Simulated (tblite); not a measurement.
C5H5ClO (charge +1 and doublet state).
Atom-mapped SMILES: `[O:1]=[C:2]1[CH2:3][CH+:4][C:5]1[CH2:6][Cl:7]` (hydrogens: H8, H9 on C3; H10 on C4; H11, H12 on C6)

The geometry is computed with GFN2-xTB (gas phase). This method treats the open shell by occupation alone, without spin polarisation.

Give the optimised bond lengths and angles.

| bond | length (bohr) | order |
| --- | --- | --- |
| O1=C2 | 2.221 | double |
| C2–C3 | 2.909 | single |
| C3–C4 | 2.867 | single |
| C4–C5 | 2.536 | single |
| C5–C6 | 2.800 | single |
| C6–Cl7 | 3.366 | single |
| C2–C5 | 2.842 | single |
| C3–H8, C3–H9 | 2.062 | single |
| C4–H10 | 2.029 | single |
| C6–H11, C6–H12 | 2.073 | single |

Bonds in one row agree within 0.02 bohr and their mean is given. Orders are formal, as drawn. A selection of angles:
| angle | degrees |
| --- | --- |
| O1–C2–C3 | 141.8 |
| O1–C2–C5 | 131.5 |
| C3–C2–C5 | 86.6 |
| C2–C3–C4 | 85.8 |
| C2–C3–H8 | 115.3 |
| C2–C3–H9 | 111.5 |
| C4–C3–H8 | 116.2 |
| H8–C3–H9 | 110.5 |
| C3–C4–C5 | 93.6 |
| C3–C4–H10 | 131.3 |
| C5–C4–H10 | 135.1 |
| C4–C5–C6 | 143.8 |
| C2–C5–C4 | 93.8 |
| C2–C5–C6 | 122.2 |
| C5–C6–Cl7 | 110.5 |
| C5–C6–H11 | 111.9 |
| C5–C6–H12 | 108.5 |
| Cl7–C6–H11 | 108.6 |
| Cl7–C6–H12 | 107.7 |
| H11–C6–H12 | 109.6 |

Torsions: O1–C2–C3–C4 172° (antiperiplanar); C2–C3–C4–C5 4° (synperiplanar); C3–C4–C5–C6 171° (antiperiplanar); C4–C5–C6–Cl7 160° (antiperiplanar); O1–C2–C5–C4 -173° (antiperiplanar). The mirror-image conformer, all signs reversed, is as good.

The 4-membered ring C2–C3–C4–C5 has internal angles of 85.8° to 93.8°; it is almost planar, 0.02 Å rms from its mean plane, widest ring torsion 4°. Of the pairs four or more bonds apart, O1···Cl7 is among the closest relative to their van der Waals radii: 2.80 Å, 86 % of the sum of Bondi's values. C5 (carbon bonded to 3 C) is planar (angles 143.8°, 122.2° and 93.8°, sum 359.8°, 0.03 Å off the plane of its three neighbours). The C–C distances run from 1.342 Å (C4–C5, drawn single) to 1.539 Å (C2–C3, drawn single), a spread of 0.197 Å. C2 (carbon bonded to 2 C and O) is planar (angles 141.8°, 131.5° and 86.6°, sum 359.9°, 0.03 Å off the plane of its three neighbours). C4 (carbon bonded to 2 C and H) is planar (angles 135.1°, 131.3° and 93.6°, sum 360.0°, 0.01 Å off the plane of its three neighbours).

Point group: C1 (no symmetry element, even within 0.4 Å). Its GFN2-xTB frequencies are all real (lowest 53 cm⁻¹).
